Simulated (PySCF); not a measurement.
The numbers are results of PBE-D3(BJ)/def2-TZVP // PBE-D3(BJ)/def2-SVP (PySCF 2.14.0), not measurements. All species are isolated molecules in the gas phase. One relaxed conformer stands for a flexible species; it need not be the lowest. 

Reference species: [Zn(NH2)2] (neutral, multiplicity 1).

* **LUMO**: -1.22 eV
* **coordination number**: 2

Changed species: [Zn(H)2] (2 of 2 NH2 replaced by H; the reference has 0 of 2 NH2 replaced by H).

Give the shifts of the LUMO and coordination number.

the LUMO falls by 0.18 eV, to -1.40 eV; the coordination number is nearly the same.
